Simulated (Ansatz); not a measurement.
Ansatz (a first-principles code) input (HF/6-31G* with LANL2DZ past Ar): The .json file joins the Basis Set Exchange's 6-31G* for atoms up to Ar and LANL2DZ past it.

Ansatz 0.2 input:
```yaml
crystal:
  periodic: [false, false, false]
  atoms:
    - {symbol: F, position_ang: [-0.03004169, 2.08256674, -0.15859059]}
    - {symbol: Si, position_ang: [-0.00801963, 0.67318937, 0.55577452]}
    - {symbol: Br, position_ang: [-1.84768294, -0.42873554, -0.08560142]}
    - {symbol: Br, position_ang: [1.85861580, -0.37605737, -0.09592795]}
basis:
  gaussian:
    orbitals: 6-31Gs+LANL2DZ.json
hamiltonian:
  xc: {name: HF}
magnetization: {spin_polarized: true, initial_magnetization: 1}
phonons: {temperatures: {t_min: 298.15, t_max: 298.15, t_step: 100}}
```

Output:

```
Functional definition: HF
integrals: 0.01 GiB planned
592 factors; integrals over basis functions are off by at most 3.0e-4 eV
mean field: 0.15 GiB planned
mean field evaluation 1: about -11272.0688 eV, gradient 1.9e1 eV
mean field evaluation 2: about -11272.1424 eV, gradient 2.0e1 eV
mean field evaluation 4: about -11274.1941 eV, gradient 2.0e0 eV
mean field evaluation 8: about -11274.2703 eV, gradient 2.9e-1 eV
mean field -11274.27299321 eV, -414.3218905237 hartree, gradient 8.1e-5 eV, S^2 0.756277; 0 other end points of the search recorded, 0 dependent functions left out
the calculation of the forces begins
reference -11274.27299321 eV, -414.3218905237 hartree; 19, 18 occupied and 31, 32 virtual orbitals, 592 factors
these checks for a lower state are left out or cut short: stability, starts, cluster_reference, orbital_swaps, neighbouring_geometries, increment
integrals: 0.01 GiB planned
592 factors; integrals over basis functions are off by at most 3.0e-4 eV
mean field: 0.15 GiB planned
mean field evaluation 16: about -11274.2729 eV, gradient 8.3e-2 eV
mean field -11274.27289267 eV, -414.3218868290 hartree, gradient 2.1e-6 eV, S^2 0.756271; 0 other end points of the search recorded, 0 dependent functions left out
the calculation of the forces begins
reference -11274.27289267 eV, -414.3218868290 hartree; 19, 18 occupied and 31, 32 virtual orbitals, 592 factors
these checks for a lower state are left out or cut short: stability, starts, cluster_reference, orbital_swaps, neighbouring_geometries, increment
integrals: 0.01 GiB planned
592 factors; integrals over basis functions are off by at most 3.0e-4 eV
mean field: 0.15 GiB planned
mean field -11274.27288977 eV, -414.3218867224 hartree, gradient 2.3e-6 eV, S^2 0.756282; 0 other end points of the search recorded, 0 dependent functions left out
the calculation of the forces begins
reference -11274.27288977 eV, -414.3218867224 hartree; 19, 18 occupied and 31, 32 virtual orbitals, 592 factors
these checks for a lower state are left out or cut short: stability, starts, cluster_reference, orbital_swaps, neighbouring_geometries, increment
integrals: 0.01 GiB planned
592 factors; integrals over basis functions are off by at most 3.0e-4 eV
mean field: 0.15 GiB planned
mean field evaluation 32: about -11274.2730 eV, gradient 9.9e-5 eV
mean field -11274.27297542 eV, -414.3218898699 hartree, gradient 1.7e-6 eV, S^2 0.756272; 0 other end points of the search recorded, 0 dependent functions left out
the calculation of the forces begins
reference -11274.27297542 eV, -414.3218898699 hartree; 19, 18 occupied and 31, 32 virtual orbitals, 592 factors
these checks for a lower state are left out or cut short: stability, starts, cluster_reference, orbital_swaps, neighbouring_geometries, increment
integrals: 0.01 GiB planned
592 factors; integrals over basis functions are off by at most 3.0e-4 eV
mean field: 0.15 GiB planned
mean field -11274.27297377 eV, -414.3218898093 hartree, gradient 2.0e-6 eV, S^2 0.756281; 0 other end points of the search recorded, 0 dependent functions left out
the calculation of the forces begins
reference -11274.27297377 eV, -414.3218898093 hartree; 19, 18 occupied and 31, 32 virtual orbitals, 592 factors
these checks for a lower state are left out or cut short: stability, starts, cluster_reference, orbital_swaps, neighbouring_geometries, increment
integrals: 0.01 GiB planned
592 factors; integrals over basis functions are off by at most 3.0e-4 eV
mean field: 0.15 GiB planned
mean field -11274.27287468 eV, -414.3218861679 hartree, gradient 6.0e-6 eV, S^2 0.756249; 0 other end points of the search recorded, 0 dependent functions left out
the calculation of the forces begins
reference -11274.27287468 eV, -414.3218861679 hartree; 19, 18 occupied and 31, 32 virtual orbitals, 592 factors
these checks for a lower state are left out or cut short: stability, starts, cluster_reference, orbital_swaps, neighbouring_geometries, increment
integrals: 0.01 GiB planned
592 factors; integrals over basis functions are off by at most 3.0e-4 eV
mean field: 0.15 GiB planned
mean field -11274.27287306 eV, -414.3218861082 hartree, gradient 6.1e-6 eV, S^2 0.756304; 0 other end points of the search recorded, 0 dependent functions left out
the calculation of the forces begins
reference -11274.27287306 eV, -414.3218861082 hartree; 19, 18 occupied and 31, 32 virtual orbitals, 592 factors
these checks for a lower state are left out or cut short: stability, starts, cluster_reference, orbital_swaps, neighbouring_geometries, increment
integrals: 0.01 GiB planned
592 factors; integrals over basis functions are off by at most 3.0e-4 eV
mean field: 0.15 GiB planned
mean field -11274.27293091 eV, -414.3218882343 hartree, gradient 7.6e-6 eV, S^2 0.756299; 0 other end points of the search recorded, 0 dependent functions left out
the calculation of the forces begins
reference -11274.27293091 eV, -414.3218882343 hartree; 19, 18 occupied and 31, 32 virtual orbitals, 592 factors
these checks for a lower state are left out or cut short: stability, starts, cluster_reference, orbital_swaps, neighbouring_geometries, increment
integrals: 0.01 GiB planned
592 factors; integrals over basis functions are off by at most 3.0e-4 eV
mean field: 0.15 GiB planned
mean field evaluation 64: about -11274.2729 eV, gradient 4.5e-4 eV
mean field -11274.27293468 eV, -414.3218883729 hartree, gradient 7.7e-6 eV, S^2 0.756254; 0 other end points of the search recorded, 0 dependent functions left out
the calculation of the forces begins
reference -11274.27293468 eV, -414.3218883729 hartree; 19, 18 occupied and 31, 32 virtual orbitals, 592 factors
these checks for a lower state are left out or cut short: stability, starts, cluster_reference, orbital_swaps, neighbouring_geometries, increment
integrals: 0.01 GiB planned
592 factors; integrals over basis functions are off by at most 3.0e-4 eV
mean field: 0.15 GiB planned
mean field -11274.27296277 eV, -414.3218894050 hartree, gradient 6.2e-6 eV, S^2 0.756242; 0 other end points of the search recorded, 0 dependent functions left out
the calculation of the forces begins
reference -11274.27296277 eV, -414.3218894050 hartree; 19, 18 occupied and 31, 32 virtual orbitals, 592 factors
these checks for a lower state are left out or cut short: stability, starts, cluster_reference, orbital_swaps, neighbouring_geometries, increment
integrals: 0.01 GiB planned
592 factors; integrals over basis functions are off by at most 3.0e-4 eV
mean field: 0.15 GiB planned
mean field -11274.27296036 eV, -414.3218893164 hartree, gradient 6.1e-6 eV, S^2 0.756312; 0 other end points of the search recorded, 0 dependent functions left out
the calculation of the forces begins
reference -11274.27296036 eV, -414.3218893164 hartree; 19, 18 occupied and 31, 32 virtual orbitals, 592 factors
these checks for a lower state are left out or cut short: stability, starts, cluster_reference, orbital_swaps, neighbouring_geometries, increment
integrals: 0.01 GiB planned
592 factors; integrals over basis functions are off by at most 3.0e-4 eV
mean field: 0.15 GiB planned
mean field -11274.27298045 eV, -414.3218900547 hartree, gradient 4.5e-6 eV, S^2 0.756260; 0 other end points of the search recorded, 0 dependent functions left out
the calculation of the forces begins
reference -11274.27298045 eV, -414.3218900547 hartree; 19, 18 occupied and 31, 32 virtual orbitals, 592 factors
these checks for a lower state are left out or cut short: stability, starts, cluster_reference, orbital_swaps, neighbouring_geometries, increment
integrals: 0.01 GiB planned
592 factors; integrals over basis functions are off by at most 3.0e-4 eV
mean field: 0.15 GiB planned
mean field -11274.27297815 eV, -414.3218899702 hartree, gradient 4.4e-6 eV, S^2 0.756294; 0 other end points of the search recorded, 0 dependent functions left out
the calculation of the forces begins
reference -11274.27297815 eV, -414.3218899702 hartree; 19, 18 occupied and 31, 32 virtual orbitals, 592 factors
these checks for a lower state are left out or cut short: stability, starts, cluster_reference, orbital_swaps, neighbouring_geometries, increment
integrals: 0.01 GiB planned
592 factors; integrals over basis functions are off by at most 3.0e-4 eV
mean field: 0.15 GiB planned
mean field evaluation 96: about -11274.2730 eV, gradient 3.1e-6 eV
mean field -11274.27298817 eV, -414.3218903384 hartree, gradient 3.1e-6 eV, S^2 0.756264; 0 other end points of the search recorded, 0 dependent functions left out
the calculation of the forces begins
reference -11274.27298817 eV, -414.3218903384 hartree; 19, 18 occupied and 31, 32 virtual orbitals, 592 factors
these checks for a lower state are left out or cut short: stability, starts, cluster_reference, orbital_swaps, neighbouring_geometries, increment
integrals: 0.01 GiB planned
592 factors; integrals over basis functions are off by at most 3.0e-4 eV
mean field: 0.15 GiB planned
mean field -11274.27298654 eV, -414.3218902786 hartree, gradient 3.1e-6 eV, S^2 0.756289; 0 other end points of the search recorded, 0 dependent functions left out
the calculation of the forces begins
reference -11274.27298654 eV, -414.3218902786 hartree; 19, 18 occupied and 31, 32 virtual orbitals, 592 factors
Total energy: -11274.27299321 eV, -414.3218905237 hartree
Atom 0 at    -0.030042     2.082567    -0.158591 Å, force     0.000012    -0.000733     0.000449 eV/Å
Atom 1 at    -0.008020     0.673189     0.555775 Å, force    -0.000001    -0.000179    -0.001097 eV/Å
Atom 2 at    -1.847683    -0.428736    -0.085601 Å, force     0.000518     0.000464     0.000323 eV/Å
Atom 3 at     1.858616    -0.376057    -0.095928 Å, force    -0.000529     0.000449     0.000325 eV/Å
Dipole moment:    -0.000760     0.124211     0.360735 e Å
Vibrations: 117.25 212.60 249.13 404.91 497.60 980.40 cm⁻¹, zero-point energy 0.152618 eV
```

The blocks after the first are displaced geometries, from whose forces the wavenumbers follow.
